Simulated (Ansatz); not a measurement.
`C[SiH](N)[CH2][AlH2]` → `C[CH2][AlH2]` + `N[SiH]` at 298.15 K and 1 bar (silylene formation by 1,1-elimination).

Isolated molecules relaxed with PBE0-D4/def2-TZVP in Ansatz; ΔE leaves out vibrations. CBS: MP2 limit from def2 TZ/QZ plus the TZ coupled-cluster correction, frozen cores. This one scheme is used for every species. One conformer a species, not always the lowest.

```json
{"species": "`C[SiH](N)[CH2][AlH2]`", "CCSD(T)/CBS energy (Eh)": "-667.96457", "H − E (kJ/mol)": "319.8", "S (J/(mol·K))": "405.5"}
{"species": "`C[CH2][AlH2]`", "CCSD(T)/CBS energy (Eh)": "-322.31200", "H − E (kJ/mol)": "219.9", "S (J/(mol·K))": "307.9"}
{"species": "`N[SiH]`", "CCSD(T)/CBS energy (Eh)": "-345.56329", "H − E (kJ/mol)": "99.2", "S (J/(mol·K))": "245.4"}
```

H − E and S are ideal-gas, rigid-rotor, harmonic terms from PBE0-D4/def2-TZVP, for one conformer and one mirror image of each species. 1 Eh = 2625.50 kJ/mol, R = 8.31446 J/(mol·K).

**Question.** By hand: ΔE, ΔH, ΔS and ΔG.

**Answer.** ΔE = (-322.31200) + (-345.56329) − (-667.96457) = 0.08928 Eh = 234.4 kJ/mol. Δ(H − E) = 219.9 + 99.2 − 319.8 = -0.7, so ΔH = 233.7 kJ/mol. ΔS = 307.9 + 245.4 − 405.5 = 147.8 J/(mol·K). ΔG = 233.7 − 298.15 × (147.8)/1000 = 189.6 kJ/mol.

**Question.** By hand: the equilibrium constant, and the temperature at which ΔG would vanish if ΔH and ΔS stayed fixed.

**Answer.** log₁₀ K = −ΔG/(RT ln 10) = -33.2. ΔG = 0 at ΔH/ΔS = 1581 K.

The number of gas molecules changes by +1, which sets the sign of ΔS. A doubt of 5 kJ/mol in ΔE shifts log₁₀ K by 0.9 here. Other conformers and mirror images would add mixing entropy, several J/(mol·K) or more a flexible species. Modes under 60 cm⁻¹, often nearly free rotors, make the harmonic entropy too high. These are equilibria of isolated gas molecules and say nothing of rates. Largest T1 diagnostic: 0.015 (customary marks: 0.02 for closed shells, 0.045 for open ones).
